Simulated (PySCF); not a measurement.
A calculated (BP86, PySCF 2.14, x2c-TZVPall, the spin-free X2C one-electron Hamiltonian (Gaussian nucleus)) atom or ion has these occupied shells.

```csv
shell,electrons,orbital energy (eV),"rms radius, mean of both spins (bohr)"
1s α,1,-25293.5,0.0357
1s β,1,-25293.4,0.0357
2s β,1,-3725.3,0.146
2s α,1,-3725.3,0.146
2p β,3,-3343.5,0.130
2p α,3,-3343.5,0.130
3s α,1,-683.10,0.394
3s β,1,-683.09,0.394
3p α,3,-557.54,0.396
3p β,3,-557.53,0.396
3d α,5,-358.61,0.377
3d β,5,-358.60,0.377
4s β,1,-95.000,0.971
4s α,1,-94.991,0.971
4p α,3,-58.630,1.07
4p β,3,-58.623,1.07
4d α,5,-7.625,1.59
4d β,5,-7.430,1.59
5s α,1,-4.903,3.33
```

Question: Name the element and its charge.

Answer: Ag (silver, neutral), in [Kr] 4d10 5s1, 2S determinant.
